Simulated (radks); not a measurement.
The numbers below are computed, except where a source is named.
Task: Species: As1.8+. Configuration: [Ar] 3d10 4s(up 1, down 0.2) 4p2 (fractional occupations, a model configuration). Level of theory: scalar-relativistic Kohn-Sham, r2SCAN, spin-polarised, spherical densities, finite nucleus; open shells are filled with parallel spins first; meta-GGA in the generalised Kohn-Sham scheme; Fermi nuclear charge, rms radius 4.0968 fm (a radial shooting solver on a logarithmic mesh with Libxc functionals). Some entries of the table are withheld. Estimate them.

orbital  occ.  eigenvalue (Ry)  <r^2> (bohr^2)  r(max) (bohr)
1s up       1        -865.2295        0.002788        0.02974
1s down     1        -865.2117        0.002788        0.02974
2s up       1        -111.6852         0.04838         0.1699
2s down     1        -111.6827         0.04838         0.1699
2p up       3        -97.96750         0.03845         0.1363
2p down     3        -97.95623         0.03846         0.1364
3s up       1        -15.86587          0.4107         0.5209
3s down     1        -15.84858          0.4106         0.5211
3p up       3        -11.56765             (1)         0.5208
3p down     3        -11.54704             (2)         0.5211
3d up       5         -4.53343          0.5798         0.4790
3d down     5         -4.49706          0.5610         0.4788
4s up       1         -2.51246           3.742          1.578
4s down   0.2         -2.13807           3.778          1.562
4p up       2              (3)           5.105          1.818
4p down     0              (4)           5.448          1.852

Result: 
(1) 3p up <r^2> (bohr^2): 0.4465
(2) 3p down <r^2> (bohr^2): 0.4450
(3) 4p up eigenvalue (Ry): -1.68106
(4) 4p down eigenvalue (Ry): -1.34965
